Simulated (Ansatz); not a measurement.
Reaction (ligand exchange at a Ga–F bond): `[OH][Ga]([F])[SH]` + H₂S → `[OH][Ga]([SH])[SH]` + H–F

Isolated molecules relaxed with PBE0-D4/def2-TZVP in Ansatz; ΔE leaves out vibrations. CBS: MP2 limit from def2 TZ/QZ plus the TZ coupled-cluster correction, frozen cores. This one scheme is used for every species. Functionals use def2-TZVPP. For Ga outer-core shells are correlated without core-valence functions, which leaves a few kJ/mol of doubt a bond. Scalar relativity is left out up to krypton. One conformer a species, not always the lowest.

| level | ΔE (eV) |
| --- | --- |
| r2SCAN-D4 | -0.01 |
| HF/CBS(def2) | 0.17 |

(1) What does CCSD(T)/CBS give? (An estimate is asked.)

Largest T1 diagnostic among the species: 0.014.

## Answers

(1) Ansatz gave: -0.09 eV. The listed levels differ from it by 0.08, 0.26 eV.

The D4 term adds −0.08 eV with B3LYP and −0.05 eV with PBE0; it sums over pairs of atoms, weighted by their polarisabilities, and B3LYP, whose exchange is more repulsive, gets the larger term. From PBE to PBE0 (25 % exact exchange), in def2-TZVPP and without D4, ΔE moves by −0.03 eV. In def2-TZVPP, CCSD(T) changes the Hartree–Fock value by −0.16 eV (the triples alone add −0.03 eV) and MP2 by −0.21 eV.

B3LYP here is the variant with VWN-RPA as its local correlation; programs differ in this.
